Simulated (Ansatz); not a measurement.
Computed with Ansatz.

A structure relaxed at PBE0-D4/def2-TZVP, charge 0, multiplicity 1:

Cartesian coordinates in Å:
```
O -0.877 -1.180 -0.609
C 0.335 -0.532 -0.319
B 0.278 0.825 0.447
F 1.380 1.474 0.746
Br -1.397 1.605 0.984
H -1.601 -0.645 -0.269
H 0.986 -1.200 0.269
H 0.895 -0.347 -1.250
```

(1) Give its formula and SMILES.

(2) Point group (tolerance 0.08 Å, 0.16 Å for H)?

(3) Summarise the bond lengths by kind.

Results:

(1) CH3BBrFO, `OCB(F)Br`.

(2) Cs.

(3) 1 × C–O 1.404 Å; 1 × H–O 0.963 Å; 1 × B–C 1.560 Å; 2 × C–H 1.102 Å; 1 × B–F 1.313 Å; 1 × B–Br 1.924 Å.
